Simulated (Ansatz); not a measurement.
Consider the formal exchange of groups at the Si–O bond: `[CH3][Ga]([CH3])[O][SiH3]` + `C=C=C[SiH3]` → `[SiH3]C=C=C[SiH3]` + `[CH3][Ga]([CH3])[OH]`.

Program: Ansatz. Geometries: PBE0-D4/def2-TZVP. ΔE: electronic, gas phase. CBS: MP2 limit from def2 TZ/QZ plus the TZ coupled-cluster correction, frozen cores. DFT in def2-TZVPP. For Ga outer-core shells are correlated without core-valence functions, which leaves a few kJ/mol of doubt a bond. Scalar relativity is left out up to krypton. Each species was taken in one conformer, which may not be the lowest.

(1) Is it downhill or uphill in electronic energy at CCSD(T)/CBS, and by how much? (An estimate is asked.)

(2) What do these levels give: revPBE-D4, r2SCAN0-D4, revPBE, r2SCANh, HF/def2-TZVPP, CCSD/def2-TZVPP? (An estimate is asked.)

Largest T1 diagnostic among the species: 0.013.

Results:

(1) Ansatz gave: Uphill: ΔE = +21.5 kcal/mol.

(2) Ansatz gave: revPBE-D4 17.7, r2SCAN0-D4 21.6, revPBE 17.8, r2SCANh 21.2, HF/def2-TZVPP 26.6, CCSD/def2-TZVPP 22.6 kcal/mol.

In def2-TZVPP, CCSD(T) changes the Hartree–Fock value by −4.9 kcal/mol (the triples alone add −0.9 kcal/mol) and MP2 by −5.4 kcal/mol. From BLYP to BHLYP (50 % exact exchange), in def2-TZVPP and without D4, ΔE moves by +3.2 kcal/mol.
